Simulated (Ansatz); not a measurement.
`[SH][Ti]([Cl])([Cl])[Cl]` and `[F][Ti]([Cl])([Cl])[Cl]` differ in one atom or group.

Ansatz, PBE0-D4/def2-TZVP geometries, multiplicity 1. Each molecule was computed in one conformer, which needn't be the lowest.

Scalar relativity is left out up to krypton.

```tsv
property	`[SH][Ti]([Cl])([Cl])[Cl]`
zero-point energy (PBE0-D4/def2-TZVP) / kJ/mol	34.7
HOMO energy (PBE/def2-TZVPP) / eV	-7.11
HOMO–LUMO gap (PBE0/def2-TZVPP) / eV	4.70
ideal-gas entropy at 298 K and 1 bar (rigid rotor, harmonic PBE0-D4/def2-TZVP) / J/(mol·K)	390
LUMO energy (ωB97M-V/def2-TZVPP) / eV	-1.46
HOMO energy (ωB97M-V/def2-TZVPP) / eV	-10.43
```

Give the same properties after the change, and the shifts. (An estimate is asked.)

Ansatz gave: 
| property | `[F][Ti]([Cl])([Cl])[Cl]` | shift |
| --- | --- | --- |
| zero-point energy (PBE0-D4/def2-TZVP) / kJ/mol | 17.8 | -16.9 |
| HOMO energy (PBE/def2-TZVPP) / eV | -8.28 | -1.17 |
| HOMO–LUMO gap (PBE0/def2-TZVPP) / eV | 5.99 | 1.29 |
| ideal-gas entropy at 298 K and 1 bar (rigid rotor, harmonic PBE0-D4/def2-TZVP) / J/(mol·K) | 353 | -37 |
| LUMO energy (ωB97M-V/def2-TZVPP) / eV | -1.51 | -0.05 |
| HOMO energy (ωB97M-V/def2-TZVPP) / eV | -11.81 | -1.38 |

With PBE0 the HOMO falls by 1.34 eV and the LUMO falls by 0.05 eV, so the gap widens by about 1.29 eV. PBE moves the HOMO by -1.17 eV and ωB97M-V by -1.38 eV. The zero-point energy changes by -16.9 kJ/mol with -3 modes.
